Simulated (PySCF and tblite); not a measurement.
Results of a calculation; reference values are marked as such.
C4H3GeN3, numbered as in [N:1]#[C:2][CH2:3][GeH:4]([C:5]#[N:6])[C:7]#[N:8].

Level: CAM-B3LYP-D3(BJ)/pcSseg-1 (IEF-PCM, acetone)//GFN2-xTB, thermal terms from GFN2-xTB, symmetry numbers and mirror pairs counted. Conformers within 3 kcal/mol (GFN2-xTB free energy) were kept, 3 at most. Run with PySCF (density fitting) and tblite.

Rotational constants are equilibrium values for the commonest isotopes; dipoles come from the energy level named and are polarised by its solvent model.

Torsions listed: C2–C3–Ge4–C5. Of a mirror pair one member is shown.

| conformer | shape | symmetry |
| --- | --- | --- |
| 1 | -68° | C1 (pair) |
| 2 | 58° | Cs |

Task: Give the rotational constants and dipole components.

Result: 
```csv
conformer,A (MHz),B (MHz),C (MHz),abs μa (D),abs μb (D),abs μc (D),κ,Ic−Ia−Ib (u Å²)
1,2156,1086,788,0.04,4.32,0.80,-0.56,-58.5
2,1524,1303,993,0.20,0.00,9.04,0.17,-210.7
```

Task: Which type of transition is strongest for conformer 1?

Result: b-type, since that component is clearly the largest; the top is asymmetric (κ = -0.56).
